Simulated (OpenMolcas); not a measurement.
## Co6+, Rh6+, Ir6+: d3 down the group

```json
{
 "Program": "OpenMolcas",
 "Method": "RASSCF",
 "Basis": "ANO-RCC-VQZP",
 "Scalar Hamiltonian": "DKH2, point nucleus",
 "Spin-orbit coupling": "state interaction with AMFI integrals over the reference wave functions, term energies averaged over their components"
}
```

Active space for each ion: 9 electrons in 8 orbitals (RAS1 p, at most 2 holes; RAS2 d).

Computed levels in cm-1 above 4F 3/2:

```
                               Level   Co6+   Rh6+   Ir6+
                              4F 5/2    742   1832   7983
                              4F 7/2   1733   4034  14379
                              4F 9/2   2935   6409  18677
                              4P 1/2  24078  17262  21372
                              4P 5/2  25281  20099  30849
                              2G 7/2  26409  20657  29374
                              2G 9/2  27393  22053  47001
                              2P 3/2  31577  30081  50473
                              2P 1/2  31642  24856  36922
weight of 4F in the lowest level (%)    100     98     82
```

Mixed levels, with the weight of the term that names them: Co6+ 2P 3/2 (65 %), Rh6+ 2P 3/2 (54 %), Ir6+ 4F 9/2 (60 %), Ir6+ 4P 1/2 (72 %), Ir6+ 2G 9/2 (56 %), Ir6+ 2P 3/2 (58 %), Ir6+ 2P 1/2 (72 %).

Measured, with the error of the calculation in %. Measured levels: Co6+ from Sugar and Corliss, J. Phys. Chem. Ref. Data 10, 1097 (1981).

```tsv
Level	Co6+
4F 5/2	698 (+6.3)
4F 7/2	1610 (+7.6)
4F 9/2	2723 (+7.8)
4P 1/2	21096 (+14.1)
4P 5/2	22187 (+13.9)
```

The fine-structure level 4F 9/2 changes by a factor of 6.36 from Co6+ to Ir6+.

Without spin-orbit coupling 4P lies 23164, 15315, 13975 cm-1 above 4F in that order; the difference to the level 4P 1/2, of either sign, comes from spin-orbit coupling, which also lowers the zero.

Without dynamic correlation excited terms often stand tens of per cent too high (terms of higher spin than the ground term too low), and those without a measured partner can miss by more than the paired ones. Active for correlation alone: 3p; no level in the range computed is led by a configuration that opens it, so any true level of that kind is missing (holds for Co6+). Active for correlation alone: 4p; no level in the range computed is led by a configuration that opens it, so any true level of that kind is missing (holds for Rh6+). Active for correlation alone: 5p; no level in the range computed is led by a configuration that opens it, so any true level of that kind is missing (holds for Ir6+). Computed and measured levels are paired by configuration, term and J; levels that our copy of the source lacks, or whose pairing is in doubt (as where it misses far off the trend of its configuration), stay unpaired and out of the deviations. Only configurations of the active space appear.
